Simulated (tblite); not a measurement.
Compound: C4H5FO2.
Atom-mapped SMILES: `[CH3:1][O:2][C:3](=[O:4])/[CH:5]=[CH:6]/[F:7]` (hydrogens: H8, H9, H10 on C1; H11 on C5; H12 on C6)

Computed with GFN2-xTB (tblite), gas phase: Langevin dynamics at 300 K from the optimised GFN2-xTB geometry, time step 0.5 fs, friction 0.01 fs⁻¹, 2000 steps. The instantaneous temperature is 2·E(kin)/(3Nk) with all 3N coordinates.

```
t (fs)  T (K)  E(pot) above start (eV)  C1–O2 (Å)  O2–C3 (Å)  C3=O4 (Å)  C3–C5 (Å)  C5=C6 (Å)  C1–H8 (Å)  C1–O2–C3–O4 (°)
     0    262                    0.000      1.420      1.338      1.205      1.475      1.325      1.092                0
    25    158                    0.285      1.392      1.351      1.200      1.443      1.317      1.046                2
    50    251                    0.185      1.432      1.358      1.202      1.491      1.313      1.098               10
    75    158                    0.353      1.383      1.326      1.208      1.558      1.313      1.125               -3
   100    237                    0.241      1.412      1.306      1.216      1.494      1.328      1.111                8
   125    218                    0.206      1.488      1.334      1.202      1.483      1.325      1.055               -3
   150    270                    0.232      1.474      1.335      1.191      1.509      1.325      1.074                4
   175    281                    0.261      1.391      1.316      1.211      1.493      1.334      1.085               -3
   200    151                    0.334      1.396      1.329      1.230      1.502      1.344      1.087                3
   225    238                    0.302      1.487      1.370      1.186      1.474      1.332      1.118               -4
   250    273                    0.325      1.461      1.307      1.190      1.459      1.323      1.132                0
   275    333                    0.381      1.403      1.328      1.248      1.465      1.325      1.072               -6
   300    228                    0.530      1.446      1.342      1.200      1.512      1.304      1.024               -9
   325    312                    0.476      1.417      1.394      1.197      1.420      1.310      1.108              -15
   350    274                    0.499      1.398      1.340      1.229      1.435      1.328      1.132               -7
   375    249                    0.512      1.406      1.388      1.183      1.510      1.350      1.090              -19
   400    355                    0.491      1.427      1.321      1.212      1.463      1.336      1.043                9
   425    218                    0.607      1.455      1.373      1.212      1.424      1.323      1.101               -4
   450    306                    0.403      1.421      1.378      1.186      1.493      1.319      1.125               13
   475    384                    0.290      1.402      1.338      1.216      1.518      1.293      1.087                8
   500    411                    0.375      1.450      1.308      1.217      1.482      1.325      1.074                2
   525    290                    0.468      1.453      1.328      1.191      1.523      1.355      1.080              -10
   550    274                    0.442      1.409      1.314      1.200      1.506      1.337      1.130               -3
   575    284                    0.461      1.388      1.295      1.222      1.489      1.285      1.079                5
   600    349                    0.292      1.418      1.363      1.203      1.470      1.310      1.057                9
   625    218                    0.337      1.435      1.354      1.190      1.453      1.354      1.110                1
   650    336                    0.293      1.407      1.361      1.225      1.469      1.340      1.114               -9
   675    308                    0.417      1.429      1.367      1.218      1.411      1.328      1.071               -6
   700    196                    0.455      1.444      1.366      1.177      1.462      1.338      1.140                2
   725    209                    0.583      1.437      1.366      1.218      1.537      1.344      1.152              -10
   750    388                    0.317      1.391      1.354      1.221      1.469      1.324      1.105               -6
   775    220                    0.499      1.373      1.336      1.208      1.404      1.342      1.058              -20
   800    340                    0.334      1.453      1.358      1.216      1.499      1.324      1.069                7
   825    315                    0.424      1.477      1.365      1.185      1.515      1.311      1.167                6
   850    246                    0.365      1.403      1.269      1.199      1.493      1.333      1.126               14
   875    293                    0.350      1.415      1.299      1.229      1.531      1.337      1.052                7
   900    236                    0.427      1.481      1.394      1.180      1.514      1.328      1.047               -8
   925    337                    0.183      1.401      1.321      1.206      1.462      1.313      1.125               -3
   950    237                    0.520      1.393      1.304      1.212      1.427      1.317      1.181              -11
   975    361                    0.363      1.431      1.354      1.197      1.493      1.307      1.125                2
  1000    311                    0.516      1.432      1.371      1.215      1.519      1.353      1.043                6
```

Task: From 500 fs on, how do temperature and potential energy compare with equipartition?

Result: The mean temperature of these 21 frames is 293 K against the target 300 K, and the mean potential energy 0.40 eV against 30 × kT/2 = 0.39 eV for 30 classical harmonic modes. For 12 atoms in a canonical ensemble the temperature itself scatters by T·√(2/(3N)) = 71 K; here its standard deviation is 60 K. The whole run lasts only 10 friction times of 100 fs, so these averages carry a wide statistical error.

Task: What are the kinetic and total energies of the listed frame with the highest potential energy?

Result: The one at 425 fs, 0.607 eV above the start. Its kinetic energy is 3NkT/2 = 0.338 eV at 218 K, so the sum is 0.95 eV; over the listed frames the sum runs from 0.41 to 1.04 eV, since the thermostat adds and removes energy.

Task: How much do the listed bonds fluctuate from 500 fs on?

Result: 
```json
{"bond": "C1–O2", "at the start (Å)": "1.420", "mean (Å)": "1.425", "standard deviation (Å)": "0.028"}
{"bond": "O2–C3", "at the start (Å)": "1.338", "mean (Å)": "1.340", "standard deviation (Å)": "0.031"}
{"bond": "C3=O4", "at the start (Å)": "1.205", "mean (Å)": "1.206", "standard deviation (Å)": "0.015"}
{"bond": "C3–C5", "at the start (Å)": "1.475", "mean (Å)": "1.482", "standard deviation (Å)": "0.037"}
{"bond": "C5=C6", "at the start (Å)": "1.325", "mean (Å)": "1.329", "standard deviation (Å)": "0.017"}
{"bond": "C1–H8", "at the start (Å)": "1.092", "mean (Å)": "1.100", "standard deviation (Å)": "0.040"}
```

The motion is classical and holds no zero-point motion.

The cost below is that of the whole dynamics run. On AMD EPYC, one thread, no GPU, shared host with 64 logical CPUs at a one-minute load of 25, this took 30 s wall, 26 s CPU and 0.19 GiB of memory at its peak.
